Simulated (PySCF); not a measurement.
Mg(Cl)(OMe) (CH3ClMgO), SMILES [O]([Mg][Cl])C.

Geometry: B3LYP-D3(BJ)/def2-SVP. One conformer was computed; it need not be the lowest.

The numbers are results of B3LYP/def2-TZVPD run with PySCF, not measurements.

Symmetry labels are those of the subgroup Cs that the program uses (full group C3v).

Computed valence orbital energies around the gap with their symmetry:
```
orbital  symmetry  energy (eV)
-------  --------  -----------
HOMO−7         A'       -12.11
HOMO−6         A'       -11.64
HOMO−5         A"       -11.64
HOMO−4         A'        -9.53
HOMO−3         A"        -8.48
HOMO−2         A'        -8.48
HOMO−1         A"        -7.24
HOMO           A'        -7.24
LUMO           A'        -1.80
LUMO+1         A'        -0.19
LUMO+2         A"        -0.19
LUMO+3         A'         0.31
```
